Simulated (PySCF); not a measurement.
Rb³⁴⁺: ionisation energy

Rb³⁴⁺ [He] 2s1 (2S) → Rb³⁵⁺ 1s2 (1S), as a difference of total energies. Calculation: PySCF 2.14, in an uncontracted even-tempered set (19 s from 12 bohr⁻², ratio 2.2; 8 p from 18 bohr⁻², ratio 2.4; 5 d from 55 bohr⁻², ratio 2.4; 5 f from 82 bohr⁻², ratio 2.4; 4 g from 120 bohr⁻², ratio 2.4); the spin-free X2C one-electron Hamiltonian (Gaussian nucleus). Correlated levels: nothing frozen; virtual orbitals above 40 to 60 times the deepest correlated orbital energy dropped. The calculations carry no spin-orbit coupling.

```csv
method,ionisation energy (eV),difference from reference (eV)
UHF,4359.2,+2.3
LDA,4354.7,-2.2
PBE,4362.4,+5.5
PBE0,4361.7,+4.8
r2SCAN,4357.3,+0.4
B2PLYP,4361.2,+4.3
M06,4355.7,-1.2
MP2 (all electrons),4359.3,+2.4
SCS-MP2 (all electrons),4359.3,+2.4
```

Reference: 4356.9 eV (theoretical estimate listed by NIST; NIST Atomic Spectra Database, ionization energies).

For this ion Breit and QED terms and the two-electron picture change, all absent here, outweigh the differences among the correlated methods.
